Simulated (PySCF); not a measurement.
**Potassium: highly charged ions in a basis for the neutral atom**

K¹⁶⁺ [He] 2s1, K¹⁷⁺ 1s2. All numbers are calculated (PySCF 2.14, scalar relativity by spin-free X2C-1e, in x2c-SVPall). No spin-orbit coupling, so a gap to NIST mixes the basis error with missing relativistic terms.

Changed run: basis of the neutral atom used for a highly charged ion. This setting is unsound on purpose.

```
species  method  sound run (hartree)  changed run (hartree)  converged
   K¹⁶⁺     UHF              not run             -388.33528        yes
   K¹⁶⁺  r2SCAN              not run             -388.36855        yes
   K¹⁶⁺  M06-2X              not run             -388.42739        yes
   K¹⁷⁺     UHF              not run             -350.80137        yes
   K¹⁷⁺  r2SCAN              not run             -350.85913        yes
   K¹⁷⁺  M06-2X              not run             -350.83780        yes
```

Ionisation energy of K¹⁶⁺:

| method | changed run (eV) | NIST (eV) |
| --- | --- | --- |
| UHF | 1021.3 | 1034.5 |
| r2SCAN | 1020.7 | 1034.5 |
| M06-2X | 1022.9 | 1034.5 |

The contracted functions were made for the neutral atom and can be too rigid for a highly charged ion.
